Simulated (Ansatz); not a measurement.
F2Si (SMILES F[Si]F, charge +1) moved off its minimum; all values from Ansatz (a first-principles code), cores frozen in correlated methods. Open shells are unrestricted.
(charge 1, multiplicity 2)
```xyz
3

F     -1.2887    -0.3511     0.0275
Si    -0.0285     0.5316    -0.0083
F      1.4841    -0.2779    -0.0676
```

Forces at MP2/cc-pV(T+d)Z (eV/Å):

```csv
atom,Fx,Fy,Fz
F1,0.192,0.271,-0.004
Si2,4.245,-2.758,-0.171
F3,-4.436,2.488,0.175
```

Question: Give the forces (eV/Å), the total energy and the dipole at CCSD(T)/cc-pV(T+d)Z.

Answer: 
```tsv
atom	Fx	Fy	Fz
F1	0.227	0.293	-0.005
Si2	4.009	-2.672	-0.162
F3	-4.236	2.379	0.167
```
Energy -488.2209 hartree.
